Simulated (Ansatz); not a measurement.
Relaxation of a periodic cell of 17 atoms, Nb16N (host Nb, host structure bcc, interstitial N), to a largest force component of 0.03 eV/Å in at most 60 steps.

Theory: DFT PBE, scalar-relativistic, plane waves, PAW (Ansatz 0.2.0). Settings: cutoff 420 eV, k mesh 3x3x3, gaussian smearing 0.15 eV, no spin polarisation.

```xyz
17
Lattice="6.6000 0.0000 0.0000 0.0000 6.6000 0.0000 0.0000 0.0000 6.6000" Properties=species:S:1:pos:R:3
Nb 0.000 0.000 0.000
Nb 3.300 0.000 0.000
Nb 0.000 3.300 0.000
Nb 0.000 0.000 3.300
Nb 1.650 1.650 1.650
Nb 3.300 3.300 0.000
Nb 3.300 0.000 3.300
Nb 4.950 1.650 1.650
Nb 0.000 3.300 3.300
Nb 1.650 4.950 1.650
Nb 1.650 1.650 4.950
Nb 3.300 3.300 3.300
Nb 4.950 4.950 1.650
Nb 4.950 1.650 4.950
Nb 1.650 4.950 4.950
Nb 4.950 4.950 4.950
N 0.023 0.795 4.972
```

Problem. Where does it end, and by what steps?

Solution. The run converged. The force dipped under the threshold on the way, but the program's further checks kept it going. Limits of this set-up: coarse k mesh, odd electron count without spin, a small cell, in which the defect meets its images. After 8 steps the energy has fallen by 2.658 eV; N17 moved furthest, 0.75 Å.

```tsv
step	energy less start (eV)	largest force component (eV/Å)	accepted
0	0.0000	5.677	yes
1	-0.6836	1.479	yes
2	-1.6711	0.646	yes
3	-1.8346	1.628	yes
4	-2.1446	1.862	yes
5	-2.5193	1.279	yes
6	-2.6551	0.212	yes
7	-2.6577	0.014	yes
8	-2.6577	0.014	yes
```

```xyz
17
Lattice="6.6000 0.0000 0.0000 0.0000 6.6000 0.0000 0.0000 0.0000 6.6000" Properties=species:S:1:pos:R:3
Nb 0.001 0.047 0.293
Nb 3.301 0.047 0.010
Nb 0.001 3.347 0.010
Nb 0.001 0.047 3.010
Nb 1.707 1.752 1.651
Nb 3.302 3.347 -0.023
Nb 3.301 0.046 3.293
Nb 4.896 1.752 1.651
Nb 0.001 3.347 3.293
Nb 1.707 4.941 1.651
Nb 1.615 1.660 4.951
Nb 3.302 3.347 3.325
Nb 4.895 4.941 1.651
Nb 4.989 1.660 4.951
Nb 1.614 5.033 4.951
Nb 4.988 5.034 4.951
N 0.002 0.048 4.951
```

Run time: 56 s on 4 threads of Intel(R) Xeon(R) Platinum 8488C (Sapphire Rapids), with other jobs on the host, peak memory 1.2 GiB.
